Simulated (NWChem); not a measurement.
System: C₂H₆NO cation; SMILES CC([NH3+])=O

NWChem input:

```
start job
memory heap 200 mb stack 900 mb global 1100 mb
charge 1
geometry units angstroms noautosym nocenter noautoz
  C     -0.670577    -1.297606     0.036869
  C      0.231531    -0.126196     0.010795
  N     -0.552408     1.256227    -0.046605
  O      1.398366    -0.022338     0.024724
  H     -1.334237    -1.260771     0.916183
  H     -1.303341    -1.323688    -0.865356
  H     -0.057129    -2.206247     0.079328
  H      0.146788     2.012631    -0.065014
  H     -1.143034     1.336035    -0.886554
  H     -1.161169     1.393650     0.772707
end
basis spherical
  * library def2-svp
end
dft
  xc xpbe96 cpbe96
  iterations 150
end
cosmo
  do_cosmo_smd true
  solvent dcm
end
task dft energy
```

NWChem printed, in part:

```
             Northwest Computational Chemistry Package (NWChem) 7.3.0
             --------------------------------------------------------

                             Geometry "geometry" -> ""
                             -------------------------

 Output coordinates in angstroms (scale by  1.889725989 to convert to a.u.)

  No.       Tag          Charge          X              Y              Z
 ---- ---------------- ---------- -------------- -------------- --------------
    1 C                    6.0000    -0.67057700    -1.29760600     0.03686900
    2 C                    6.0000     0.23153100    -0.12619600     0.01079500
    3 N                    7.0000    -0.55240800     1.25622700    -0.04660500
    4 O                    8.0000     1.39836600    -0.02233800     0.02472400
    5 H                    1.0000    -1.33423700    -1.26077100     0.91618300
    6 H                    1.0000    -1.30334100    -1.32368800    -0.86535600
    7 H                    1.0000    -0.05712900    -2.20624700     0.07932800
    8 H                    1.0000     0.14678800     2.01263100    -0.06501400
    9 H                    1.0000    -1.14303400     1.33603500    -0.88655400
   10 H                    1.0000    -1.16116900     1.39365000     0.77270700

 Effective nuclear repulsion energy (a.u.)     127.6971656077

  pbe96 is a nonlocal functional; adding pw91lda local functional.

                                 NWChem DFT Module
                                 -----------------

 Summary of "ao basis" -> "ao basis" (spherical)
 ------------------------------------------------------------------------------
       Tag                 Description            Shells   Functions and Types
 ---------------- ------------------------------  ------  ---------------------
 C                          def2-svp                 6       14   3s2p1d
 N                          def2-svp                 6       14   3s2p1d
 O                          def2-svp                 6       14   3s2p1d
 H                          def2-svp                 3        5   2s1p

 in cosmo_initialize ...
 calling solv_data for solv:dcm

 solvent parameters
 solvname_short: dcm
 solvname_long:  dichloromethane
 dielec:        8.9300
 dielecinf:     2.0283
 nonaqueous SMD model solvent descriptors
 dielec:        8.9300
 sola:          0.1000
 solb:          0.0500
 solc:          0.0000
 solg:         39.1500
 solh:          0.6670
 soln:          1.4242

[...]

                                COSMO-SMD solvation results
                                ---------------------------

             internal energy in gas <Psi(g)|H|Psi(g)> =      -209.133508779607
         internal energy in solvent <Psi(s)|H|Psi(s)> =      -209.129815778909
                               delta internal energy  =         0.003693000698 (    2.32 kcal/mol)
   total free energy in solvent <Psi(s)|H+V/2|Psi(s)> =      -209.243345669860
 polarization energy contribution <Psi(s)|V/2|Psi(s)> =        -0.113529890951 (  -71.24 kcal/mol)
    total free energy in solvent including G(SMD-CDS) =      -209.243357971399
                       G(SMD-CDS) energy contribution =        -0.000012301538 (   -0.01 kcal/mol)
     1 M fixed-concentration free energy of solvation =        -0.109849191792 (  -68.93 kcal/mol)

                       DFT Final Molecular Orbital Analysis
                       ------------------------------------

 Vector   14  Occ=2.000000D+00  E=-3.867587D-01
              MO Center= -4.4D-01, -1.3D+00,  4.4D-02, r^2= 1.9D+00
   Bfn.  Coefficient  Atom+Function         Bfn.  Coefficient  Atom+Function
  ----- ------------  ---------------      ----- ------------  ---------------
    67      0.368249   7 H  s                 5     -0.311638   1 C  py
     4      0.308307   1 C  px               33      0.170708   3 N  py
    57     -0.155129   5 H  s                62     -0.152403   6 H  s
    68      0.125883   7 H  s                 8     -0.119987   1 C  py
     7      0.117871   1 C  px               36     -0.114314   3 N  py

 Vector   15  Occ=2.000000D+00  E=-3.791426D-01
              MO Center= -1.6D-01, -8.2D-01,  2.7D-02, r^2= 2.6D+00
   Bfn.  Coefficient  Atom+Function         Bfn.  Coefficient  Atom+Function
  ----- ------------  ---------------      ----- ------------  ---------------
    48     -0.373791   4 O  pz                6      0.362105   1 C  pz
    62     -0.261385   6 H  s                57      0.260069   5 H  s
    51     -0.242985   4 O  pz                9      0.165018   1 C  pz
    20     -0.154205   2 C  pz               58      0.092258   5 H  s
    63     -0.092537   6 H  s                23     -0.075736   2 C  pz

 Vector   16  Occ=2.000000D+00  E=-3.000746D-01
              MO Center=  7.9D-01,  3.0D-02,  1.4D-02, r^2= 1.9D+00
   Bfn.  Coefficient  Atom+Function         Bfn.  Coefficient  Atom+Function
  ----- ------------  ---------------      ----- ------------  ---------------
    47      0.567213   4 O  py               50      0.373714   4 O  py
    31     -0.256501   3 N  s                 3      0.224012   1 C  s
    33     -0.214040   3 N  py               36      0.182245   3 N  py
     4      0.163631   1 C  px               32      0.159004   3 N  px
    22      0.140023   2 C  py                5      0.136307   1 C  py

 Vector   17  Occ=0.000000D+00  E=-1.089304D-01
              MO Center=  3.8D-01, -1.5D-01,  1.3D-02, r^2= 1.9D+00
   Bfn.  Coefficient  Atom+Function         Bfn.  Coefficient  Atom+Function
  ----- ------------  ---------------      ----- ------------  ---------------
    20      0.581135   2 C  pz               23      0.488680   2 C  pz
    48     -0.436984   4 O  pz               51     -0.421696   4 O  pz
    58     -0.184175   5 H  s                63      0.184622   6 H  s
    57     -0.151875   5 H  s                62      0.152329   6 H  s
    77      0.114008   9 H  s                82     -0.114501  10 H  s

[...]
```

Level: PBE/def2-SVP, SMD on the gas-phase geometry. Structure relaxed at the PBE0/def2-SVP level. Solvent: dichloromethane.
